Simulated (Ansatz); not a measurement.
Ideal-gas functions of C₂Cl₄F₂ (`FC(F)(Cl)C(Cl)(Cl)Cl`) at 800 K and 1 bar, from an Ansatz frequency run at PBE0-D4/def2-TZVP.

Molar mass 203.83 g/mol, point group Cs (symmetry number 1), electronic degeneracy 1, moments of inertia 411.001, 553.288, 580.076 u Å². Harmonic wavenumbers (cm⁻¹, unscaled): 79, 161, 179, 230, 263, 269, 331, 332, 429, 446, 460, 638, 788, 862, 868, 1040, 1199, 1204.

Use S(trans) = R[1.5 ln M + 2.5 ln T − 1.1517]; rotational temperatures θ = 24.2544 K / I; S(rot) = R[ln(√π/σ · √(T³/θAθBθC)) + 1.5]; for each mode x = 1.438777 ν̃/T, S = R[x/(eˣ − 1) − ln(1 − e⁻ˣ)] and H = RT x/(eˣ − 1); 1 cm⁻¹ = 0.0119627 kJ/mol; R = 8.31446 J/(mol·K).

By hand: the entropy, in J/(mol·K).

Translation 195.7. Rotation: θ = 0.059, 0.0438, 0.0418 K, giving 138.6. Vibration, mode by mode: 24.55, 18.65, 17.77, 15.71, 14.62, 14.43, 12.75, 12.72, 10.67, 10.37, 10.12, 7.61, 6.08, 5.45, 5.41, 4.22, 3.37, 3.35, in all 197.9. Electronic 0.0. Sum 532.2 J/(mol·K).

By hand: H − E and G − E in kJ/mol, counted from the electronic energy.

Zero-point energy ½ × 9778 × 0.0119627 = 58.5; thermal vibration 74.2; translation, rotation and pV give 4 RT = 26.6. H − E = 159.3 kJ/mol, and G − E = 159.3 − 800 × 532.2/1000 = -266.5 kJ/mol.

Vibration gives 37 % of the entropy, 24.5 J/(mol·K) of it from the mode under 150 cm⁻¹: soft modes count most, and the harmonic formula is weakest for them.
